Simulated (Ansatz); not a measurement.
Ca₄⁺, relaxed as a doublet with UKS r2SCAN/def2-TZVP in Ansatz, starting from the GFN1-xTB geometry. Force threshold 0.02 eV/Å.

The charge 1 doublet is spin-contaminated (final ⟨S²⟩ up to 1.10, 0.75 for a pure state). The structure comes from a short search, and lower isomers may exist.

Start:

```xyz
4

Ca   -2.1816    0.6327    0.3985
Ca    0.9785    1.8730    0.9396
Ca    1.5839   -1.5076    0.7204
Ca   -0.3808   -0.9981   -2.0586
```

| step | energy (eV) | largest force component (eV/Å) | SCF passes |
| --- | --- | --- | --- |
| 1 | -73741.1693 | 0.429 | 86 |
| 2 | -73741.3214 | 0.200 | 45 |
| 3 | -73741.4463 | 0.117 | 50 |
| 4 | -73741.4781 | 0.089 | 48 |
| 5 | -73741.4854 | 0.009 | 51 |

Force components are those of the run's own axes.

End:

```tsv
atom	x (Å)	y (Å)	z (Å)
Ca1	-2.162	0.317	0.712
Ca2	1.059	1.938	0.492
Ca3	1.265	-1.628	1.013
Ca4	-0.162	-0.628	-2.217
```

By distances, no bond broke or formed. The bond that changes most is Ca2–Ca4, from 4.37 to 3.93 Å (atoms count from 1). The end is the same structure that another start reached, the lowest one found.

No frequencies were taken in this run, so the end may be a saddle point.

It took 79 s on 4 threads of Arm Neoverse N1 on a shared host.
